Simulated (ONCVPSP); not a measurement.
# Ranking ONCV potentials for titanium

All share these settings but for the change named:

ONCVPSP 4.0.1 input, shortened (lines: element, Z, core and valence counts, functional; n l f; lmax; l rc ep ncon nbas qcut; lloc lpopt rc5 dvloc0; l nproj debl; icmod fcfact rcfact), LDA (Perdew-Zunger), scalar-relativistic:

```
  Ti 22.00    5    2        3      upf
    1    0    2.00
    2    0    2.00
    2    1    6.00
    3    0    2.00
    3    1    6.00
    3    2    2.00
    4    0    2.00
    2
    0    3.05    0.00    4    9    2.60
    1    2.65    0.34    3    8    3.60
    2    2.30    0.00    4    9    5.80
    4    3    1.85    6.00
    0    2    2.60
    1    1    4.00
    2    2    1.20
    3    3.25    1.05
```

In the p channel the program set the typed energies aside and used 0.050 Ha.

Test errors are all-electron minus pseudo excitation energies from the reference, over 3d2 4s1; 3d2 4s0; 3d1 4s0; 3d3 4s0. None of these files shows a bound ghost.

The base gives 438.1 meV.

Of 7 variants that were run, those that failed, showed a ghost or another fault, or gave nearly equal values are left out.

A variant can come out equal or close to the base, since the largest error may sit in a test that the change hardly touches while other tests move.

Q: Rank these variants by their largest absolute test error, smallest first.
A. s: qcut 2.1
B. s: qcut 1.7
C. s: qcut 3.1
D. s: qcut 2.4

A: B (231.6 meV), A (337.4 meV), D (405.4 meV), C (492.5 meV).
